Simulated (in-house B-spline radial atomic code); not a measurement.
Whole-atom quantities along the 7-electron series, configuration 1s2 2s2 2p1/2(2) 2p3/2(1). Breit and QED terms are first order and not part of the total energy; the density at the nucleus is averaged over the nuclear charge. Computed with a B-spline radial code for spherical atoms: Dirac-Hartree-Fock, jj configuration that fills j = l - 1/2 first, finite nuclei.

```json
{"ion": "Cd41+", "Z": "48", "E/Z² (Eh)": "-1.5854", "Σ<r²> (bohr²)": "0.081789", "n(0)/Z³ (bohr⁻³)": "1.3724", "Lamb diamagnetic shielding (ppm)": "2869.61", "repulsion over attraction": "0.027082", "Breit energy (eV)": "70.075", "self-energy (eV)": "76.215", "vacuum polarisation (eV)": "-9.6188"}
{"ion": "In42+", "Z": "49", "E/Z² (Eh)": "-1.5895", "Σ<r²> (bohr²)": "0.078021", "n(0)/Z³ (bohr⁻³)": "1.4104", "Lamb diamagnetic shielding (ppm)": "2939.75", "repulsion over attraction": "0.026521", "Breit energy (eV)": "74.821", "self-energy (eV)": "81.866", "vacuum polarisation (eV)": "-10.497"}
{"ion": "Sn43+", "Z": "50", "E/Z² (Eh)": "-1.5936", "Σ<r²> (bohr²)": "0.074489", "n(0)/Z³ (bohr⁻³)": "1.4487", "Lamb diamagnetic shielding (ppm)": "3010.52", "repulsion over attraction": "0.025982", "Breit energy (eV)": "79.786", "self-energy (eV)": "87.819", "vacuum polarisation (eV)": "-11.438"}
{"ion": "Sb44+", "Z": "51", "E/Z² (Eh)": "-1.5977", "Σ<r²> (bohr²)": "0.071176", "n(0)/Z³ (bohr⁻³)": "1.4891", "Lamb diamagnetic shielding (ppm)": "3081.94", "repulsion over attraction": "0.025463", "Breit energy (eV)": "84.978", "self-energy (eV)": "94.085", "vacuum polarisation (eV)": "-12.446"}
{"ion": "Te45+", "Z": "52", "E/Z² (Eh)": "-1.6018", "Σ<r²> (bohr²)": "0.068063", "n(0)/Z³ (bohr⁻³)": "1.5293", "Lamb diamagnetic shielding (ppm)": "3154.02", "repulsion over attraction": "0.024962", "Breit energy (eV)": "90.403", "self-energy (eV)": "100.68", "vacuum polarisation (eV)": "-13.526"}
{"ion": "I46+", "Z": "53", "E/Z² (Eh)": "-1.6059", "Σ<r²> (bohr²)": "0.065134", "n(0)/Z³ (bohr⁻³)": "1.5744", "Lamb diamagnetic shielding (ppm)": "3226.81", "repulsion over attraction": "0.02448", "Breit energy (eV)": "96.068", "self-energy (eV)": "107.6", "vacuum polarisation (eV)": "-14.681"}
{"ion": "Xe47+", "Z": "54", "E/Z² (Eh)": "?", "Σ<r²> (bohr²)": "?", "n(0)/Z³ (bohr⁻³)": "?", "Lamb diamagnetic shielding (ppm)": "?", "repulsion over attraction": "?", "Breit energy (eV)": "?", "self-energy (eV)": "?", "vacuum polarisation (eV)": "?"}
{"ion": "Cs48+", "Z": "55", "E/Z² (Eh)": "?", "Σ<r²> (bohr²)": "?", "n(0)/Z³ (bohr⁻³)": "?", "Lamb diamagnetic shielding (ppm)": "?", "repulsion over attraction": "?", "Breit energy (eV)": "?", "self-energy (eV)": "?", "vacuum polarisation (eV)": "?"}
{"ion": "Ba49+", "Z": "56", "E/Z² (Eh)": "?", "Σ<r²> (bohr²)": "?", "n(0)/Z³ (bohr⁻³)": "?", "Lamb diamagnetic shielding (ppm)": "?", "repulsion over attraction": "?", "Breit energy (eV)": "?", "self-energy (eV)": "?", "vacuum polarisation (eV)": "?"}
{"ion": "La50+", "Z": "57", "E/Z² (Eh)": "-1.6225", "Σ<r²> (bohr²)": "0.054996", "n(0)/Z³ (bohr⁻³)": "1.771", "Lamb diamagnetic shielding (ppm)": "3525.43", "repulsion over attraction": "0.022711", "Breit energy (eV)": "121.26", "self-energy (eV)": "138.94", "vacuum polarisation (eV)": "-20.144"}
{"ion": "Ce51+", "Z": "58", "E/Z² (Eh)": "-1.6267", "Σ<r²> (bohr²)": "0.052799", "n(0)/Z³ (bohr⁻³)": "1.8261", "Lamb diamagnetic shielding (ppm)": "3602.09", "repulsion over attraction": "0.022305", "Breit energy (eV)": "128.22", "self-energy (eV)": "147.75", "vacuum polarisation (eV)": "-21.746"}
{"ion": "Pr52+", "Z": "59", "E/Z² (Eh)": "-1.631", "Σ<r²> (bohr²)": "0.050719", "n(0)/Z³ (bohr⁻³)": "1.8844", "Lamb diamagnetic shielding (ppm)": "3679.61", "repulsion over attraction": "0.021912", "Breit energy (eV)": "135.47", "self-energy (eV)": "156.98", "vacuum polarisation (eV)": "-23.453"}
{"ion": "Nd53+", "Z": "60", "E/Z² (Eh)": "-1.6353", "Σ<r²> (bohr²)": "0.048747", "n(0)/Z³ (bohr⁻³)": "1.9449", "Lamb diamagnetic shielding (ppm)": "3758.03", "repulsion over attraction": "0.021531", "Breit energy (eV)": "143", "self-energy (eV)": "166.64", "vacuum polarisation (eV)": "-25.272"}
```

Task: Fill in the row of Xe47+.

Result: E/Z² (Eh): -1.61; Σ<r²> (bohr²): 0.062375; n(0)/Z³ (bohr⁻³): 1.6197; Lamb diamagnetic shielding (ppm): 3300.32; repulsion over attraction: 0.024015; Breit energy (eV): 101.98; self-energy (eV): 114.88; vacuum polarisation (eV): -15.915.

Task: Fill in the row of Cs48+.

Result: E/Z² (Eh): -1.6142; Σ<r²> (bohr²): 0.059773; n(0)/Z³ (bohr⁻³): 1.6682; Lamb diamagnetic shielding (ppm): 3374.57; repulsion over attraction: 0.023565; Breit energy (eV): 108.14; self-energy (eV): 122.52; vacuum polarisation (eV): -17.234.

Task: Fill in the row of Ba49+.

Result: E/Z² (Eh): -1.6183; Σ<r²> (bohr²): 0.057317; n(0)/Z³ (bohr⁻³): 1.7179; Lamb diamagnetic shielding (ppm): 3449.6; repulsion over attraction: 0.023131; Breit energy (eV): 114.56; self-energy (eV): 130.53; vacuum polarisation (eV): -18.642.

Task: With what power of Z does the column «Breit energy (eV)» change over this range?

Result: A fit of the logarithm of its size against log Z from Z = 48 to 60 has slope 3.20.
